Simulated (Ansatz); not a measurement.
A nudged elastic band was laid between two geometries of H3P + H4OSn (10 atoms, charge 0, multiplicity 1).

All numbers below come from RHF/def2-SVP in Ansatz 0.2.0.

| Quantity | Value |
| --- | --- |
| movable images | 5 |
| climbing image | yes |
| spring | 5.0 eV/Å² |
| optimiser | quadratic models (default) |
| start path | through a guess of the saddle point |
| force threshold | 0.05 eV/Å |
| iteration limit | 60 |
| end points | relaxed |

First end point:

```xyz
10
Properties=species:S:1:pos:R:3
Sn -0.654 0.923 -0.355
O -0.062 -0.100 1.227
H -0.662 -0.201 1.949
H 0.763 1.127 -1.273
H -1.303 2.411 0.180
H -1.836 0.007 -1.180
P 2.106 -3.503 2.144
H 1.487 -4.347 1.194
H 3.258 -3.253 1.365
H 1.420 -2.332 1.760
```

Last end point:

```xyz
10
Properties=species:S:1:pos:R:3
Sn 0.532 -0.106 -0.427
O -0.799 -0.807 2.475
H -1.397 -1.501 2.709
H 1.333 0.206 -1.916
H 0.475 1.355 0.452
H -1.038 -0.680 -0.772
P 1.874 -1.837 0.860
H 0.953 -2.890 0.669
H 2.730 -2.217 -0.198
H -0.144 -0.791 3.157
```

What changes between the two ends?

Bonds broken: Sn1–O2, P7–H10. Bonds formed: Sn1–P7, O2–H10. H3P + H4OSn becomes H2O + H5PSn.

Give the energies along the band, and the barrier.

The run converged. The highest image is number 3 of 0 to 6, 1.86 eV above the first end and 2.15 eV above the last; the last end lies 0.29 eV below the first. Neighbouring images differ by up to 2.1 eV, so the band resolves the path poorly. A vibrational analysis at the climbing image gives one clearly imaginary mode, 410i cm⁻¹: a first-order saddle point. The orbitals stay closed-shell, which can raise the energy where a bond breaks towards radicals; this wasn't checked here.

| image | path coordinate (Å) | energy (eV) | Sn1–O2 (Å) | P7–H10 (Å) | Sn1–P7 (Å) |
| --- | --- | --- | --- | --- | --- |
| 0 | 0.00 | 0.00 | 1.97 | 1.41 | 5.78 |
| 1 | 1.66 | 0.01 | 1.97 | 1.41 | 5.17 |
| 2 | 3.31 | 0.03 | 1.98 | 1.41 | 4.46 |
| 3 | 4.97 | 1.86 | 2.13 | 1.96 | 3.49 |
| 4 | 7.41 | -0.21 | 3.23 | 2.65 | 2.55 |
| 5 | 9.85 | -0.23 | 3.82 | 2.90 | 2.55 |
| 6 | 12.29 | -0.29 | 3.27 | 3.23 | 2.54 |

What is the geometry of the highest image?


```xyz
10
Properties=species:S:1:pos:R:3
Sn -0.055 -0.028 -0.149
O -0.245 -0.410 1.935
H -0.113 0.217 2.639
H 1.540 0.339 -0.564
H -0.980 1.410 -0.058
H -0.886 -1.238 -0.979
P 1.531 -2.740 1.366
H 0.811 -3.369 0.318
H 2.529 -2.182 0.526
H 0.388 -1.265 1.976
```

The run took 7.4 min on 1 thread of Arm Neoverse V1 (shared host), peak memory 0.21 GiB.
